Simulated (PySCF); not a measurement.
# C6H7NOS: core ionisation energies

C₆H₇NOS.
Z-matrix (Å and degrees, PBE0-D3(BJ)/def2-SVP geometry), rows numbered from 1:
```
C 
S   1  1.8180
O   2  1.4998  1  105.83
C   2  1.8115  1   95.90  3   108.82
C   4  1.3918  2  122.58  1    76.19
C   5  1.3947  4  117.25  2   177.34
N   6  1.3308  5  123.60  4    -0.73
C   7  1.3302  6  118.06  5    -0.08
C   4  1.3876  2  117.12  1  -107.85
H   1  1.0985  2  107.72  3   -49.29
H   1  1.0989  2  110.59  3  -171.42
H   1  1.0986  2  106.02  3    68.82
H   5  1.0933  4  122.05  2    -2.35
H   6  1.0961  5  119.88  4   179.68
H   8  1.0961  7  116.48  6  -179.69
H   9  1.0935  4  119.36  2     2.16
```

Method used: PySCF 2.14.0, delta-SCF UKS SCAN, pcX-2 on the ionised atom, pcseg-1 elsewhere, spin-free X2C. Binding energies are ΔSCF values: E(core-ionised, relaxed orbitals) − E(ground state) at a fixed geometry, referred to the vacuum level.

Q: Give the core binding energies atom by atom.

A: 
| atom(s) | environment | level | binding energy (eV) | above the level's lowest (eV) | count |
| --- | --- | --- | --- | --- | --- |
| S2 | sulfinyl sulfur | S 1s | 2480.23 | 0.00 | 1 |
| O3 | sulfinyl oxygen | O 1s | 536.68 | 0.00 | 1 |
| N7 | pyridine-type nitrogen | N 1s | 404.69 | 0.00 | 1 |
| C6/C8 | aromatic CH next to a ring nitrogen | C 1s | 291.51 | +0.59 | 2 |
| C1 | S-methyl carbon | C 1s | 291.37 | +0.45 | 1 |
| C4 | substituted aromatic carbon | C 1s | 291.20 | +0.28 | 1 |
| C5/C9 | aromatic CH carbon | C 1s | 290.92 | 0.00 | 2 |

The listed C 1s values span 0.59 eV, from C5/C9 (bonded to 2 C (aromatic in the SMILES) and H) to C6/C8 (bonded to N (aromatic in the SMILES), C (aromatic in the SMILES) and H). Summing the Pauling electronegativity differences to the bonded atoms, each weighted by its formal bond order, gives -0.35 for the lowest site and +0.39 for the highest; no listed site has a larger sum than the highest. The smallest sum, -1.02, belongs to C1, 0.45 eV above the lowest.

Q: Which photon energy gives electrons from C 1s of C1 a kinetic energy of 20 eV, and what is their de Broglie wavelength?

A: hν = 291.37 + 20 = 311.37 eV, recoil neglected; λ = 12.264 Å/√(E/eV) = 2.74 Å.

Q: What is the C 1s shift of C1 against C4?

A: 291.37 − 291.20 = +0.17 eV, or +16 kJ/mol.

One atom of each set of topologically equivalent atoms was ionised and stands for the set; in this conformer not all members are related by symmetry, and their own values weren't computed. Not every level is listed. Spin contamination (⟨S²⟩ against 0.75 for a pure doublet) is marked for C 1s of C4 (0.86), which makes this value less certain. One conformer (not necessarily the lowest) at the PBE0-D3(BJ)/def2-SVP geometry, without solvent, vibrations or thermal averaging.
